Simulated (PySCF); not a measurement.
H₄RuO + F₂ → HRu(OH) + 2 HF

Level: PBE0 in the def2-TZVP basis family, computed in PySCF with density fitting; scalar-relativistic core potentials for atoms from Rb on, none lighter, no spin–orbit coupling; open shells unrestricted.

```json
{"species": "H₄RuO", "state and structure": "singlet, C4v, Ru–H 1.580 Å (×4), Ru–O 1.618 Å; H–Ru–H 76.5° (×4), H–Ru–H 122.3° (×2), H–Ru–O 118.8° (×4)", "E (Eh)": "-172.40737", "ZPE (kJ/mol)": "89.0", "H(298 K) − H(0) (kJ/mol)": "12.1", "S° (J/(mol K))": "255.6"}
{"species": "F₂", "state and structure": "singlet, D∞h, F–F 1.376 Å", "E (Eh)": "-199.40856", "ZPE (kJ/mol)": "6.6", "H(298 K) − H(0) (kJ/mol)": "8.7", "S° (J/(mol K))": "201.9"}
{"species": "HRu(OH)", "state and structure": "triplet, Cs, O–H 0.963 Å, Ru–H 1.565 Å, Ru–O 1.848 Å; H–O–Ru 114.7°, H–Ru–O 100.2°", "E (Eh)": "-171.20221", "ZPE (kJ/mol)": "49.2", "H(298 K) − H(0) (kJ/mol)": "12.4", "S° (J/(mol K))": "277.3"}
{"species": "HF", "state and structure": "singlet, C∞v, H–F 0.920 Å", "E (Eh)": "-100.39188", "ZPE (kJ/mol)": "24.9", "H(298 K) − H(0) (kJ/mol)": "8.7", "S° (J/(mol K))": "173.6"}
```

(1) What is the electronic reaction energy?

(2) Add zero-point, thermal and entropy terms for 298.15 K and 1 bar.

Answers

(1) At PBE0/def2-TZVP, ΔE = -446.4 kJ/mol from the differences of the total energies times 2625.5, downhill. 

(2) ΔZPE = 3.4 and Δ[H(298) − H(0)] = 9.0 kJ/mol give ΔH° = -434.0 kJ/mol. ΔS° = 167.0 J/(mol K), so ΔG° = -434.0 − 298.15 × (0.1670) = -484 kJ/mol.

Open d or f shells are single determinants, so the state found may not be the ground state. Each species is the lowest minimum found with this bonding; other isomers or fragments can lie lower.
